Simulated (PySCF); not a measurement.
**Excitation energy of I²⁺ by level of theory**

I²⁺ [Kr] 4d10 5s2 5p3 (4S) → I²⁺ [Kr] 4d10 5s2 5p2 5d1 (high-spin determinant), as a difference of total energies. All numbers are calculated (PySCF 2.14, a scalar-relativistic core potential, in aug-cc-pwCVDZ-PP with ECP28MDF (6s5p4d1f, 48 functions)). Correlated levels: valence and next inner shell: nothing frozen outside the core potential. The calculations carry no spin-orbit coupling.

| method | excitation energy (eV) |
| --- | --- |
| UHF | 14.809 |
| MP2 (valence and next inner shell) | 14.930 |
| SCS-MP2 (valence and next inner shell) | 14.811 |
| CCSD (valence and next inner shell) | 15.025 |
| CCSD(T) (valence and next inner shell) | 14.510 |

**Question.** How much does correlation contribute at CCSD(T) (valence and next inner shell)?

**Answer.** 14.510 − (14.809) = -0.299 eV, measured against UHF.

The promoted electron is Rydberg-like, and one or two diffuse shells describe it only roughly, which tends to raise the upper state.

The coupled-cluster amplitudes are large for the upper state (T1 above 0.03 or a double amplitude above 0.15), so a single reference is strained.

The determinant of the upper state mixes LS terms, which raises its energy above the lowest term, most at the Hartree-Fock and MP2 levels.
